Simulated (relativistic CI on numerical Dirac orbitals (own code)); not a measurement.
Computed by Dirac-Coulomb-Breit CI, separate exchange-only KLI orbitals for each configuration, model QED (radiative potential, 1s self-energy scaled to tabulated hydrogen-like ionisation energies), unscaled Slater integrals (own radial code, finite nucleus).

The strongest absorption lines from the ground level of an ion, among the configurations computed and to levels below about 1050 eV (vacuum wavelength in nm, gf): 1.1822 (0.26), 1.4978 (0.2), 1.4998 (0.14), 1.5061 (0.22), 1.5145 (0.23), 1.5148 (0.18), 1.5555 (1.3), 13.806 (0.17).

Which ion is it?
A. V20+
B. V16+
C. Mn20+
D. V18+

D. V18+ has 5 electrons and the ground level 2s²2p ²P°1/2; the strongest line goes to 2s²3d ²D3/2. The pattern of lines fixes the number of electrons, and along that sequence the line energies rise steadily with the charge (about as its square where n changes within one kind of shell, about linearly where n is kept but much faster in heavy ions where fine structure, which grows about as Z⁴, sets the gap, and irregularly where shells cross), which fixes Z. Configurations outside the model, such as inner-shell arrays, can give stronger lines. At this charge energies of transitions that change n are usually good to better than 1 %, and those within a shell (Δn = 0) to a few per cent.

LS names give the leading component of a level, which can be under half, so a name can repeat, a term be missing and a line seem to break the LS rules.
